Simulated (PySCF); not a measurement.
## Spin states of CuC

Unrestricted PBE0; basis Cu def2-TZVPP, C def2-TZVPP; no relativity; PySCF 2.14. Outer shells of the fragments: Cu 3d10 4s1; C 2s2 2p2.

Followed along the bond (rough minima from three points):

```json
{"2Ms+1": "4", "unpaired": "σ ↑, π ↑↑", "⟨S²⟩ at the start": "3.77", "R at minimum (Å)": "1.81", "Te (eV)": "0.00"}
{"2Ms+1": "2", "unpaired": "π ↑", "⟨S²⟩ at the start": "0.77", "R at minimum (Å)": "1.84", "Te (eV)": "0.25"}
{"2Ms+1": "2", "unpaired": "σ ↓, π ↑↑", "⟨S²⟩ at the start": "1.78", "R at minimum (Å)": "1.83", "Te (eV)": "0.66"}
{"2Ms+1": "2", "unpaired": "σ ↑, π ↑↓", "⟨S²⟩ at the start": "1.78", "R at minimum (Å)": "1.81", "Te (eV)": "0.69"}
{"2Ms+1": "6", "unpaired": "σ ↑↑↑, π ↑↑", "⟨S²⟩ at the start": "8.75", "R at minimum (Å)": "none in the scan", "Te (eV)": "≤ 3.23"}
```

Solutions found at the starting distance of 1.845 Å, counted from the lowest of them; the search is not exhaustive and high or unbound solutions are not listed, so other states can lie among these:

```
2Ms+1         unpaired   term  E (eV)  ⟨S²⟩  ⟨Lz²⟩  μ (D)
    4        σ ↑, π ↑↑    ⁴Σ⁻    0.00  3.77   0.00  -3.86
    2              π ↑     ²Π    0.24  0.77   1.01  -2.94
    2        σ ↓, π ↑↑  mixed    0.65  1.78   0.00  -3.85
    2        σ ↑, π ↑↓  mixed    0.69  1.78   2.02  -3.91
    2              σ ↑  mixed    1.86  0.77   2.00  -3.99
    4        σ ↑↑, π ↑     ⁴Π    1.88  3.78   1.01   1.56
    2              σ ↑    ²Σ⁺    2.50  0.76   0.00   1.48
    2        π ↑↑, δ ↓  mixed    2.88  2.07   4.00  -2.74
    6      σ ↑↑↑, π ↑↑    ⁶Σ⁻    3.24  8.75   0.00  -0.86
    6      σ ↑↑, π ↑↑↑     ⁶Π    3.76  8.75   1.00  -1.31
    6  σ ↑↑, π ↑↑, δ ↑     ⁶Δ    3.79  8.75   4.00  -1.39
    4  σ ↑↑, π ↑↑, δ ↓  mixed    3.95  4.76   4.00  -1.28
    6      σ ↑↑, π ↑↑↑  mixed    6.87  8.76   1.65  -1.25
    6      σ ↑↑↑, π ↑↑  mixed    9.38  8.75   3.37   3.86
```

A term symbol is given only where ⟨S²⟩ and ⟨Lz²⟩ are close to those of a pure state; real π, δ and φ orbitals otherwise mix terms. A positive dipole means Cu(−)C(+).

Counting both spins, an empty level lies below a filled one in some of these solutions, because spin and occupation are held. The state is the lowest single determinant that the PBE0 search found; with open d or f shells the true ground state can be another one.
